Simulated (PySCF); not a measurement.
Orbital energies, ionisation energy and electron affinity

Species: C4H6Se.
SMILES with atom numbers: `[Se:1]=[CH:2][CH:3]1[CH2:4][CH2:5]1` (hydrogens: H6 on C2; H7 on C3; H8, H9 on C4; H10, H11 on C5)

Structure used (PBE0-D3(BJ)/def2-SVP), in Å, numbered top down from 1:
```
atom  x, y, z in Å
Se1    3.130   -0.319    0.215
C2     1.419   -0.072    0.541
C3     0.342   -0.115   -0.434
C4    -1.020   -0.634    0.005
C5    -0.849    0.814   -0.250
H6     1.099    0.138    1.575
H7     0.648   -0.331   -1.461
H8    -1.558   -1.244   -0.724
H9    -1.113   -0.975    1.039
H10   -1.264    1.247   -1.163
H11   -0.824    1.496    0.605
```

Level: PBE0/def2-SVPD (PySCF). Frontier orbitals with their largest atomic shares (Löwdin; up to four atoms above 4 %):

| orbital | ε (eV) | main atoms |
| --- | --- | --- |
| HOMO−3 | -10.09 | C3 32 %, C2 20 %, C5 14 %, C4 14 % |
| HOMO−2 | -9.22 | C4 25 %, C5 25 %, Se1 14 %, C3 12 % |
| HOMO−1 | -7.42 | Se1 47 %, C2 23 %, C3 11 %, C5 7 % |
| HOMO | -6.06 | ? |
| LUMO | -2.25 | Se1 41 %, C2 40 %, C3 5 %, C5 4 % |
| LUMO+1 | 0.59 | Se1 32 %, C4 13 %, C5 12 %, H6 7 % |
| LUMO+2 | 0.95 | Se1 32 %, H7 14 %, H6 10 %, H10 7 % |

**Question.** What vertical ionisation energy does ΔSCF give, and how far is −ε(HOMO) from it?

**Answer.** ΔSCF: 8.12 eV (784 kJ/mol; threshold wavelength 153 nm); ⟨S²⟩ of the doublet left behind is 0.761, against 0.75 for a pure doublet. −ε(HOMO) is 6.06 eV, 2.06 eV below it. In exact Kohn–Sham theory the two would be equal; PBE0 (global hybrid, 25 % exact exchange) falls short of its own ΔSCF value by 25 %. Holes in the HOMO−1 and HOMO−2 were tried too where these lie within 1.2 eV of the HOMO; the lowest converged state counts.

**Question.** On which atoms does the HOMO lie?

**Answer.** Se1 (selenium bonded to C) 78 %, C2 (carbon bonded to C, Se and H) 15 %, so more than half of it is on one atom. The HOMO−1 lies 1.36 eV lower.

**Question.** And the vertical electron affinity, the fundamental gap, Mulliken's electronegativity and the hardness (with the factor ½)?

**Answer.** EA = 0.47 eV by ΔSCF (−ε(LUMO) = 2.25 eV). IE − EA = 7.65 eV against an orbital gap of 3.81 eV; (IE + EA)/2 = 4.29 eV; (IE − EA)/2 = 3.82 eV.

**Question.** Shift the occupied levels rigidly so that −ε(HOMO) equals the ΔSCF value. What binding energies result?

**Answer.** The shift is +2.06 eV: HOMO 8.12, HOMO−1 9.48, HOMO−2 11.28, HOMO−3 12.15 eV. A rigid shift is only a rough guide to the deeper ionisations.

**Question.** The lowest singlet excitation (vertical TDDFT, same level) lies at 2.19 eV. How far is it below IE − EA?

**Answer.** IE − EA = 7.65 eV, so by 5.46 eV.

**Question.** What total energies stand behind the ΔSCF value?

**Answer.** E(N) = -2556.66680 Eh and E(N − 1) = -2556.36826 Eh at the same geometry, 0.29854 Eh apart. With one more electron, E(N + 1) = -2556.68419 Eh.

**Question.** What kinetic energy would electrons from this vertical process carry with He II light (40.814 eV)?

**Answer.** 40.81 − 8.12 = 32.69 eV.

Isolated species at its PBE0-D3(BJ)/def2-SVP geometry (one conformer only). The calculation is non-relativistic, for selenium too.
